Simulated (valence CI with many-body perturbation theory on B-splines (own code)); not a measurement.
**Forbidden lines of Te XXXII**

Computed by relativistic CI+MBPT: three valence electrons over a frozen Dirac-Fock core [Ar], radial functions for each j: 9 s, 9 p, 10 d, 8 f, 5 g, 3 h, 1 i, with the one-electron correlation potential Σ1, the two-electron term Σ2, the three-electron term Σ3, Breit, model QED; selected CI, second order for the rest (own B-spline code, finite nucleus).

The last digits are not significant, and no measured levels were compared; by estimate large intervals hold to a few tenths of a per cent, small ones and those within an open d or f shell to about a per cent. Only levels of the ground parity were solved; by the run's estimate the other parity begins above the list, which can be wrong where configurations are misplaced.

Lines 1 to 50 of 69 in falling wavelength, among levels below 476620 cm⁻¹, chosen from the decays that carry over 1 % of a level's rate. Wavelengths and rates use the calculated energies. Weak lines are less certain than strong ones. Lines between different terms over intervals too small for the method are left out, as are lines whose strength nearly cancels. The highest levels of a list are the least certain.

Levels are named by their leading jj configuration (3d3/2^4 stands for four electrons in 3d with j = 3/2), which in mixed levels can hold well under half, so a name can repeat and another be missing. Letters in brackets count levels of one name in rising energy.

```
λ vac (Å)                      Upper                      Lower  Type   A (s⁻¹)  Branch %
     6869      (3d3/2^2 3d5/2) J=9/2      (3d3/2^2 3d5/2) J=7/2    M1  4.02e+01     100.0
     5034      (3d3/2^2 3d5/2) J=1/2      (3d3/2^2 3d5/2) J=3/2    M1  1.96e+02       4.7
     2594      (3d3/2^2 3d5/2) J=7/2  (3d3/2^2 3d5/2) J=5/2 [a]    M1  1.55e+03     100.0
     2297      (3d3/2^2 3d5/2) J=3/2  (3d3/2^2 3d5/2) J=5/2 [a]    M1  6.04e+02       4.6
     2294  (3d3/2 3d5/2^2) J=5/2 [a]  (3d3/2 3d5/2^2) J=3/2 [a]    M1  6.39e+02       3.1
     1932     (3d3/2 3d5/2^2) J=11/2      (3d3/2 3d5/2^2) J=9/2    M1  8.60e+02      10.0
     1599            (3d5/2^3) J=9/2     (3d3/2 3d5/2^2) J=11/2    M1  8.71e+02       2.0
     1564  (3d3/2 3d5/2^2) J=5/2 [b]  (3d3/2 3d5/2^2) J=3/2 [a]    M1  3.17e+02       1.8
     1535            (3d5/2^3) J=3/2  (3d3/2 3d5/2^2) J=5/2 [a]    M1  4.81e+02       1.0
     1424  (3d3/2^2 3d5/2) J=5/2 [a]            (3d3/2^3) J=3/2    M1  1.13e+04     100.0
     1340  (3d3/2 3d5/2^2) J=5/2 [a]  (3d3/2^2 3d5/2) J=5/2 [b]    M1  2.50e+02       1.2
     1221  (3d3/2 3d5/2^2) J=5/2 [a]  (3d3/2 3d5/2^2) J=7/2 [a]    M1  6.67e+02       3.2
     1196      (3d3/2 3d5/2^2) J=9/2      (3d3/2^2 3d5/2) J=9/2    M1  1.02e+04      56.6
     1153  (3d3/2 3d5/2^2) J=7/2 [a]      (3d3/2^2 3d5/2) J=7/2    M1  6.33e+03      20.7
     1124  (3d3/2^2 3d5/2) J=5/2 [b]      (3d3/2^2 3d5/2) J=3/2    M1  6.06e+03      69.0
     1064  (3d3/2^2 3d5/2) J=5/2 [b]      (3d3/2^2 3d5/2) J=7/2    M1  7.13e+02       8.1
     1053  (3d3/2 3d5/2^2) J=5/2 [b]  (3d3/2^2 3d5/2) J=5/2 [b]    M1  7.00e+03      40.7
     1041  (3d3/2 3d5/2^2) J=3/2 [b]            (3d5/2^3) J=3/2    M1  1.17e+03       2.4
     1038            (3d5/2^3) J=3/2      (3d3/2 3d5/2^2) J=1/2    M1  6.76e+03      14.5
     1019      (3d3/2 3d5/2^2) J=9/2      (3d3/2^2 3d5/2) J=7/2    M1  7.79e+03      43.4
    998.4  (3d3/2 3d5/2^2) J=3/2 [a]      (3d3/2^2 3d5/2) J=1/2    M1  4.61e+03       8.9
    978.2  (3d3/2 3d5/2^2) J=5/2 [b]  (3d3/2 3d5/2^2) J=7/2 [a]    M1  6.51e+02       3.8
    927.8  (3d3/2 3d5/2^2) J=7/2 [b]  (3d3/2^2 3d5/2) J=5/2 [b]    M1  4.84e+02       3.2
    919.6            (3d5/2^3) J=3/2  (3d3/2 3d5/2^2) J=3/2 [a]    M1  1.20e+04      25.8
    888.4      (3d3/2 3d5/2^2) J=1/2      (3d3/2^2 3d5/2) J=1/2    M1  2.59e+04      94.6
    878.9      (3d3/2^2 3d5/2) J=3/2            (3d3/2^3) J=3/2    M1  1.24e+04      95.4
    875.0            (3d5/2^3) J=9/2      (3d3/2 3d5/2^2) J=9/2    M1  1.88e+04      42.5
    869.2  (3d3/2 3d5/2^2) J=7/2 [b]  (3d3/2 3d5/2^2) J=7/2 [a]    M1  2.53e+03      16.8
    864.0            (3d5/2^3) J=5/2            (3d5/2^3) J=3/2    M1  1.49e+03       1.7
    833.2  (3d3/2 3d5/2^2) J=3/2 [a]      (3d3/2^2 3d5/2) J=3/2    M1  2.66e+04      51.7
    798.3  (3d3/2 3d5/2^2) J=7/2 [a]  (3d3/2^2 3d5/2) J=5/2 [a]    M1  2.43e+04      79.3
    795.3            (3d5/2^3) J=9/2  (3d3/2 3d5/2^2) J=7/2 [a]    M1  2.25e+04      51.0
    755.2      (3d3/2 3d5/2^2) J=1/2      (3d3/2^2 3d5/2) J=3/2    M1  8.34e+02       3.0
    754.6  (3d3/2^2 3d5/2) J=5/2 [b]  (3d3/2^2 3d5/2) J=5/2 [a]    M1  1.15e+03      13.1
    748.2      (3d3/2^2 3d5/2) J=1/2            (3d3/2^3) J=3/2    M1  3.95e+03      95.2
    738.8     (3d3/2 3d5/2^2) J=11/2      (3d3/2^2 3d5/2) J=9/2    M1  7.72e+03      90.0
    715.4            (3d5/2^3) J=3/2  (3d3/2^2 3d5/2) J=5/2 [b]    M1  1.59e+04      34.1
    709.7  (3d3/2 3d5/2^2) J=3/2 [b]  (3d3/2 3d5/2^2) J=5/2 [b]    M1  5.34e+03      10.8
    676.8            (3d5/2^3) J=5/2  (3d3/2 3d5/2^2) J=7/2 [b]    M1  9.52e+03      10.8
    622.8            (3d5/2^3) J=5/2  (3d3/2 3d5/2^2) J=5/2 [b]    M1  2.65e+04      30.1
    620.2  (3d3/2 3d5/2^2) J=3/2 [b]  (3d3/2 3d5/2^2) J=5/2 [a]    M1  1.87e+04      37.8
    611.4  (3d3/2 3d5/2^2) J=3/2 [a]  (3d3/2^2 3d5/2) J=5/2 [a]    M1  1.71e+04      33.2
    611.2  (3d3/2 3d5/2^2) J=5/2 [a]      (3d3/2^2 3d5/2) J=3/2    M1  4.64e+03      22.2
    593.1  (3d3/2 3d5/2^2) J=5/2 [a]      (3d3/2^2 3d5/2) J=7/2    M1  1.13e+04      54.1
    543.6  (3d3/2 3d5/2^2) J=5/2 [b]      (3d3/2^2 3d5/2) J=3/2    M1  4.42e+03      25.7
    534.2  (3d3/2 3d5/2^2) J=7/2 [b]      (3d3/2^2 3d5/2) J=9/2    M1  6.72e+03      44.7
    529.3  (3d3/2 3d5/2^2) J=5/2 [b]      (3d3/2^2 3d5/2) J=7/2    M1  2.16e+03      12.5
    519.7  (3d3/2 3d5/2^2) J=3/2 [b]      (3d3/2 3d5/2^2) J=1/2    M1  4.66e+03       9.4
    495.6  (3d3/2 3d5/2^2) J=7/2 [b]      (3d3/2^2 3d5/2) J=7/2    M1  3.10e+03      20.6
    493.2  (3d3/2^2 3d5/2) J=5/2 [b]            (3d3/2^3) J=3/2    M1  8.63e+02       9.8
```
